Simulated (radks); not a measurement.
The numbers below are computed, except where a source is named.
How relativity changes the ionisation of the terbium ion Tb2+ ([Xe] 4f9) to Tb3+ ([Xe] 4f8). Spin-unpolarised spherical Kohn-Sham, PBE, point nucleus unless stated (finite: rms radius 5.06 fm), a radial shooting solver on a logarithmic mesh with Libxc functionals. A level marked "c x" has the speed of light scaled by that factor and shares open shells by 2j + 1; other Dirac levels either fill j = l - 1/2 first or share by 2j + 1.

| level | E(Tb2+) (hartree) | E(Tb3+) (hartree) | IE (eV) | HOMO | <r> HOMO (bohr) |
|---|---|---|---|---|---|
| non-rel. | -11228.9920 | -11227.9244 | 29.051 | 4f | 0.8478 |
| scalar-rel. | -11708.2910 | -11707.3612 | 25.302 | 4f | 0.8936 |
| scalar-rel., finite nucleus | -11707.3683 | -11706.4384 | 25.304 | 4f | 0.8936 |
| Dirac, 2j+1 shares | -11718.2208 | -11717.2938 | 25.225 | 4f7/2 | 0.9021 |
| Dirac, low j first | -11718.2828 | -11717.3741 | 24.725 | 4f7/2 | 0.9047 |
| Dirac, 2j+1 shares, finite nucleus | -11717.2923 | -11716.3652 | 25.227 | 4f7/2 | 0.9021 |
| Dirac, c x 0.85 | -11941.5747 | -11940.6986 | 23.839 | 4f7/2 | 0.9280 |
| Dirac, c x 1.25 | -11528.5965 | -11527.6200 | 26.571 | 4f7/2 | 0.8806 |
| Dirac, c x 3 | -11278.0100 | -11276.9584 | 28.613 | 4f7/2 | 0.8531 |

NIST Atomic Spectra Database: 21.82 eV (semi-empirical). The relativistic part of the total energy of Tb2+ is -488.3 hartree (Dirac, 2j+1 shares, finite nucleus), 4.3 % of the non-relativistic value. Spin polarisation and multiplet splitting of open shells are left out at every level.

Beside tabulated values, note that relativity, absent from the non-relativistic runs, is large for the heavy elements, and spin-unpolarised runs miss the spin-polarisation part of the exchange energy of open shells.
